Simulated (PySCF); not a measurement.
B(Cl)(Me)(Et) (C₃H₈BCl), SMILES CCB(C)Cl.

Geometry: r2SCAN-D4/def2-SVP. The values are those of a single conformer.

Two levels are set side by side: PBE/def2-TZVP (PySCF) and M06-2X/def2-TZVP (PySCF). Same geometry, gas phase. Differences are taken from unrounded values.

```tsv
quantity	PBE
orbital gap (eV)	5.14
highest occupied level (eV)	-6.84
lowest empty level (eV)	-1.69
dipole moment (D)	1.50
mean polarisability (bohr³)	65.1
```

Task: These are the PBE values. What does M06-2X give? (The exact figures need the calculation; the answer reports its results.)

Result: 
```
quantity                     M06-2X  PBE minus M06-2X
---------------------------  ------  ----------------
orbital gap (eV)               9.72             -4.58
highest occupied level (eV)   -9.52              2.68
lowest empty level (eV)        0.20             -1.90
dipole moment (D)              1.64             -0.14
mean polarisability (bohr³)    62.0               3.1
```

Without exact exchange PBE keeps part of each electron's self-repulsion, which lifts occupied levels and narrows the gap. Loosely held outer electrons make PBE densities more polarisable. Differences between two approximate levels are no errors against the true value.

Rough cost on one machine, each run with all the roots and properties that it gave: M06-2X against PBE about 4 times.
